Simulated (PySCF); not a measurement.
**Atomic charges by several schemes**

Compound: C6H6ClS (charge +1).
Z-matrix (Å and degrees, GFN2-xTB geometry), rows numbered from 1:
```
C 
C   1  1.4781
C   2  1.4090  1  119.28
C   3  1.3609  2  123.78  1  -179.17
S   4  1.7022  3  125.30  2     0.04
C   5  1.7218  4  102.04  3     0.00
Cl  6  1.7034  5  115.35  4   179.96
C   6  1.3789  5  123.30  4    -0.11
H   1  1.0926  2  109.22  3    79.41
H   1  1.0882  2  111.23  3   -37.99
H   1  1.0861  2  112.01  3  -161.41
H   3  1.0816  2  118.00  1     0.99
H   4  1.0805  3  121.15  2  -179.86
H   8  1.0820  2  118.11  1    -1.02
```

Density: PBE0/pcSseg-1 (PySCF); schemes: Mulliken, IAO, Hirshfeld and ESP-fitted. Isolated species at its GFN2-xTB geometry, gas phase.

Task: At which atom do the 4 schemes differ most?

Result: At C2: from -0.370 (Mulliken) to +0.487 e (ESP-fitted), 0.857 e apart.

Task: Which atoms carry the lowest charge in the Mulliken, IAO, Hirshfeld and ESP-fitted schemes?

Result: The schemes don't all agree: Mulliken C6 (-0.404); IAO C1 (-0.436); Hirshfeld C1 (-0.086); ESP-fitted C1 (-0.662).

Task: What partial charge does each atom carry?

Result: In e:

| atom | environment | Mulliken | IAO | Hirshfeld | ESP-fitted |
| --- | --- | --- | --- | --- | --- |
| C1 | benzylic-type carbon | -0.117 | -0.436 | -0.086 | -0.662 |
| C2 | substituted aromatic carbon | -0.370 | +0.131 | +0.096 | +0.487 |
| C3 | aromatic CH carbon | +0.081 | -0.129 | -0.002 | -0.342 |
| C4 | aromatic CH next to a ring sulfur | -0.233 | -0.228 | +0.015 | -0.009 |
| S5 | ring sulfur | +0.612 | +0.566 | +0.297 | +0.272 |
| C6 | aromatic C–Cl carbon | -0.404 | -0.103 | +0.057 | -0.095 |
| Cl7 | aryl chlorine | +0.143 | +0.137 | +0.121 | +0.173 |
| C8 | aromatic CH carbon | +0.249 | -0.143 | -0.021 | -0.130 |
| H9 | methyl hydrogen | +0.192 | +0.202 | +0.086 | +0.230 |
| H10 | methyl hydrogen | +0.173 | +0.188 | +0.080 | +0.225 |
| H11 | methyl hydrogen | +0.161 | +0.181 | +0.077 | +0.220 |
| H12 | aromatic hydrogen | +0.144 | +0.203 | +0.093 | +0.235 |
| H13 | aromatic hydrogen | +0.211 | +0.226 | +0.102 | +0.223 |
| H14 | aromatic hydrogen | +0.158 | +0.206 | +0.085 | +0.172 |

Mean size of the charges over all atoms: ESP-fitted 0.248 e, Mulliken 0.232 e, IAO 0.220 e, Hirshfeld 0.087 e. Each set sums to the total charge, 1, to within 0.001 e. The Hirshfeld scheme divides the density at each point in proportion to the densities of the neutral, spherically averaged free atoms. The IAO scheme counts the electrons in orthogonalised intrinsic atomic orbitals, a minimal basis polarised so that it spans the occupied orbitals exactly.

Task: How many electrons does the ESP-fitted scheme count on C4?

Result: Z − q = 6 − (-0.009) = 6.009.

Task: How closely do the schemes follow one another over all atoms?

Result: Correlation coefficient and root-mean-square difference: IAO with Hirshfeld 0.93, 0.167 e; IAO with ESP-fitted 0.82, 0.162 e; Hirshfeld with ESP-fitted 0.74, 0.231 e; Mulliken with IAO 0.63, 0.215 e; Mulliken with Hirshfeld 0.53, 0.227 e; Mulliken with ESP-fitted 0.22, 0.342 e.

Task: Sum the charges by element, for elements with more than one atom.

Result: 
```tsv
element	atoms	Mulliken	IAO	Hirshfeld	ESP-fitted
C	6	-0.794	-0.907	+0.059	-0.751
H	6	+1.039	+1.205	+0.523	+1.306
```
